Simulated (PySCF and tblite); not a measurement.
Results of a calculation; reference values are marked as such.
C₇H₁₀O, numbered as in [CH:1]#[C:2][C@@H:3]1[CH2:4][CH2:5][CH2:6][O:7][CH2:8]1. Geometries GFN2-xTB; weights from B3LYP-D3(BJ)/def2-SVP (IEF-PCM, dichloromethane) energies and GFN2-xTB thermal corrections, with symmetry numbers and mirror pairs. Conformers within 2.5 kcal/mol (GFN2-xTB free energy) were kept, 6 at most. GIAO shieldings: B97-2/pcSseg-1 (IEF-PCM, dichloromethane). Shifts are against TMS (¹H), TMS (¹³C) at the same level; of two unlike H on one atom, a is the less shielded. Codes: tblite and PySCF.

The 6-ring runs over atoms 3–4–5–6–7–8.

```json
{"conformer": "1", "shape": "6-ring chair (all substituents equatorial)", "point group": "C1", "mirror pair": "no", "ΔE(DFT)": "0.00", "Δ(G−E) at 298.15 K": "0.00", "δ H5a (ppm)": "1.48"}
{"conformer": "2", "shape": "6-ring chair (C2 axial)", "point group": "C1", "mirror pair": "no", "ΔE(DFT)": "0.70", "Δ(G−E) at 298.15 K": "0.04", "δ H5a (ppm)": "2.26"}
```

Energies in kcal/mol; the thermal term leaves out symmetry numbers and mirror images.

Question: Work out the weights at 298.15 K and the ¹H shift of H5a under fast exchange.

Answer: RT = 0.592 kcal/mol. Each conformer gets RT ln(σ/g), with σ the rotational symmetry number and g = 2 for a mirror pair: 1: σ = 1, g = 1, G = 0.00 + 0.00 + 0.00 = 0.00, 0.00 above the lowest, exp(−ΔG/RT) = 1.000; 2: σ = 1, g = 1, G = 0.70 + 0.04 + 0.00 = 0.74, 0.74 above the lowest, exp(−ΔG/RT) = 0.287. The sum is 1.287, so the weights are 77.7, 22.3 %. The averaged shift is 1.66 ppm. At 298.15 K the leading conformer alone gives 1.48 ppm and bare DFT energies give 1.67 ppm.
